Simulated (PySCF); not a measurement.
TiClO, SMILES [O]=[Ti][Cl] (connectivity only; charge and spin as stated), neutral, multiplicity 2. Atoms are numbered in the order given.

```xyz
3

Ti     0.3562     0.5884     0.0000
Cl    -0.1689    -1.6463     0.0000
O     -0.6208     1.8803     0.0000
```
Charge 0, spin multiplicity 2.

Geometry optimised at B3LYP-D3(BJ)/def2-TZVP. The multiplicity is an assumed one; other spin states were not compared. The isomer is the one that the SMILES or the coordinates give; other isomers of the formula were not compared.

The numbers are results of B3LYP/def2-TZVPD (PySCF), not measurements.

Mulliken values depend strongly on the basis, most of all with diffuse functions as here. Atomic charges (e):

| atom | Mulliken | meta-Löwdin | Mulliken spin |
|---|---|---|---|
| Ti1 | 1.24 | [?] | 1.11 |
| Cl2 | -0.51 | [?] | -0.01 |
| O3 | -0.73 | [?] | -0.10 |

### Question
Fill in the missing entries. (Estimate from the structure and the level; the computed values follow.)

### Answer

- Ti1, meta-Löwdin: 1.15
- Cl2, meta-Löwdin: -0.58
- O3, meta-Löwdin: -0.57
